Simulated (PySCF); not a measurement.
In(Cl)2(Et) (C2H5Cl2In), SMILES C[CH2][In]([Cl])[Cl].

Geometry optimised at PBE-D3(BJ)/def2-SVP. The structure was generated by enumeration; whether it is a known compound was not checked. The def2 effective core potentials stand for the cores of In; spin–orbit coupling is left out. One conformer was computed; it need not be the lowest.

Method: PBE-D3(BJ)/def2-SVP (PySCF 2.14.0).

Frequencies are harmonic and unscaled.

Give all harmonic wavenumbers and intensities. (An estimate is asked for; the answer gives what the named calculation found.)


```json
[
 {"mode": "1", "ν (cm⁻¹)": "6", "IR (km/mol)": "0.5", "moving atoms (share of kinetic energy)": "H 45 %, C 39 %, Cl 12 %"},
 {"mode": "2", "ν (cm⁻¹)": "52", "IR (km/mol)": "1.6", "moving atoms (share of kinetic energy)": "C 38 %, Cl 33 %, H 15 %, In 14 %"},
 {"mode": "3", "ν (cm⁻¹)": "83", "IR (km/mol)": "3.6", "moving atoms (share of kinetic energy)": "In 38 %, Cl 28 %, H 21 %, C 13 %"},
 {"mode": "4", "ν (cm⁻¹)": "95", "IR (km/mol)": "7.6", "moving atoms (share of kinetic energy)": "Cl 80 %, In 17 %"},
 {"mode": "5", "ν (cm⁻¹)": "220", "IR (km/mol)": "0.8", "moving atoms (share of kinetic energy)": "H 85 %, C 12 %"},
 {"mode": "6", "ν (cm⁻¹)": "228", "IR (km/mol)": "3.2", "moving atoms (share of kinetic energy)": "C 63 %, H 22 %, In 8 %"},
 {"mode": "7", "ν (cm⁻¹)": "335", "IR (km/mol)": "28.9", "moving atoms (share of kinetic energy)": "Cl 80 %, In 12 %"},
 {"mode": "8", "ν (cm⁻¹)": "358", "IR (km/mol)": "60.5", "moving atoms (share of kinetic energy)": "Cl 70 %, In 29 %"},
 {"mode": "9", "ν (cm⁻¹)": "466", "IR (km/mol)": "13.6", "moving atoms (share of kinetic energy)": "C 65 %, H 20 %, In 13 %"},
 {"mode": "10", "ν (cm⁻¹)": "631", "IR (km/mol)": "16.4", "moving atoms (share of kinetic energy)": "H 83 %, C 17 %"},
 {"mode": "11", "ν (cm⁻¹)": "913", "IR (km/mol)": "0.4", "moving atoms (share of kinetic energy)": "H 92 %, C 8 %"},
 {"mode": "12", "ν (cm⁻¹)": "935", "IR (km/mol)": "9.4", "moving atoms (share of kinetic energy)": "H 83 %, C 17 %"},
 {"mode": "13", "ν (cm⁻¹)": "1031", "IR (km/mol)": "3.8", "moving atoms (share of kinetic energy)": "C 75 %, H 25 %"},
 {"mode": "14", "ν (cm⁻¹)": "1133", "IR (km/mol)": "53.9", "moving atoms (share of kinetic energy)": "H 69 %, C 30 %"},
 {"mode": "15", "ν (cm⁻¹)": "1195", "IR (km/mol)": "1.8", "moving atoms (share of kinetic energy)": "H 76 %, C 24 %"},
 {"mode": "16", "ν (cm⁻¹)": "1348", "IR (km/mol)": "4.0", "moving atoms (share of kinetic energy)": "H 83 %, C 17 %"},
 {"mode": "17", "ν (cm⁻¹)": "1388", "IR (km/mol)": "1.7", "moving atoms (share of kinetic energy)": "H 88 %, C 12 %"},
 {"mode": "18", "ν (cm⁻¹)": "1419", "IR (km/mol)": "3.2", "moving atoms (share of kinetic energy)": "H 96 %"},
 {"mode": "19", "ν (cm⁻¹)": "1420", "IR (km/mol)": "9.5", "moving atoms (share of kinetic energy)": "H 97 %"},
 {"mode": "20", "ν (cm⁻¹)": "2965", "IR (km/mol)": "22.6", "moving atoms (share of kinetic energy)": "H 97 %"},
 {"mode": "21", "ν (cm⁻¹)": "3002", "IR (km/mol)": "3.5", "moving atoms (share of kinetic energy)": "H 95 %"},
 {"mode": "22", "ν (cm⁻¹)": "3046", "IR (km/mol)": "7.4", "moving atoms (share of kinetic energy)": "H 91 %, C 9 %"},
 {"mode": "23", "ν (cm⁻¹)": "3057", "IR (km/mol)": "0.3", "moving atoms (share of kinetic energy)": "H 90 %, C 10 %"},
 {"mode": "24", "ν (cm⁻¹)": "3075", "IR (km/mol)": "9.2", "moving atoms (share of kinetic energy)": "H 90 %, C 10 %"}
]
```
